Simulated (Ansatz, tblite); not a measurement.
Removing and adding an electron: In9Sb10H26⁺, a nanocrystal cut from wurtzite InSb (hydrogen-capped). Total charge 1; singlet. Geometry: r2SCAN-D4/def2-SVP. Ansatz, gas phase; energy differences of separate SCF runs; the oxidised species was run as a doublet alone; the reduced species was run as a doublet alone.

```xyz
45

Sb    4.100   -2.515    0.762
In    2.937   -5.164    0.050
Sb    3.754    2.203    1.721
In    3.462    4.941    0.705
In    2.436   -0.246    1.092
Sb    1.018    0.048   -1.344
Sb    0.251   -4.073   -0.005
In   -0.296   -2.373   -2.217
Sb    0.782    4.594   -0.439
In   -0.713    2.289   -1.202
Sb   -2.032    2.420   -3.705
Sb   -2.986   -1.468   -2.362
In   -3.609    0.104   -4.718
Sb    0.415   -0.688    2.990
In   -0.736   -3.268    2.523
In   -0.805    1.928    3.237
Sb   -2.473    1.636    0.886
Sb   -3.445   -2.537    1.927
In   -4.163   -0.510    0.028
H     5.324   -1.975   -0.289
H     5.054   -2.516    2.169
H     3.466   -5.371   -1.566
H     3.124   -6.045    1.508
H     5.406    1.801    1.605
H     3.699    2.212    3.421
H     4.470    4.944   -0.680
H     3.233    5.912    2.093
H     2.198    0.471   -2.499
H    -0.744   -5.421   -0.327
H     0.352   -2.926   -3.718
H     0.691    5.594   -1.815
H    -0.353    5.466    0.481
H    -0.829    2.978   -4.771
H    -2.896    3.883   -3.624
H    -3.848   -2.922   -2.588
H    -2.637   -0.460   -6.012
H    -5.219    0.671   -4.571
H     1.364   -0.922    4.385
H    -0.581   -4.347    3.855
H     0.465    2.960    2.632
H    -1.743    2.056    4.664
H    -3.502    2.994    0.841
H    -4.257   -3.959    1.471
H    -4.296   -2.282    3.378
H    -5.839   -0.116    0.027
```

In the def2 sets In, Sb take a core potential; there is no spin–orbit coupling. The xTB rows come from tblite. Single mean-field runs in def2-SVP are fitted with def2-universal-jkfit. HOMO above LUMO, or a gap near zero within one spin, warns that the state may not be the lowest or that an electron is smeared out.

```tsv
level	−HOMO (eV)	vertical IE (eV)	−LUMO (eV)	vertical EA (eV)	HOMO–LUMO gap (eV)	IE − EA (eV)	remarks
PBE-D4/def2-SVP	7.99	9.37	5.30	4.10	2.69	5.27	gap within one spin near zero (+2 doublet), gap within one spin near zero (doublet)
revPBE-D4/def2-SVP	7.94	9.38	5.21	4.08	2.73	5.30	gap within one spin near zero (+2 doublet), gap within one spin near zero (doublet)
PBE0-D4/def2-SVP	8.83	9.80	4.68	3.88	4.16	5.92	–
```

Task: Estimate the rows for GFN1-xTB, GFN2-xTB.

Result: 
```json
{"level": "GFN1-xTB", "−HOMO (eV)": "11.73", "vertical IE (eV)": "12.93", "−LUMO (eV)": "9.89", "vertical EA (eV)": "8.75", "HOMO–LUMO gap (eV)": "1.84", "IE − EA (eV)": "4.18"}
{"level": "GFN2-xTB", "−HOMO (eV)": "12.53", "vertical IE (eV)": "13.70", "−LUMO (eV)": "10.15", "vertical EA (eV)": "8.95", "HOMO–LUMO gap (eV)": "2.37", "IE − EA (eV)": "4.76"}
```

   Raw xTB energy differences between charge states are shifted by several eV; the methods need an empirical correction for them.
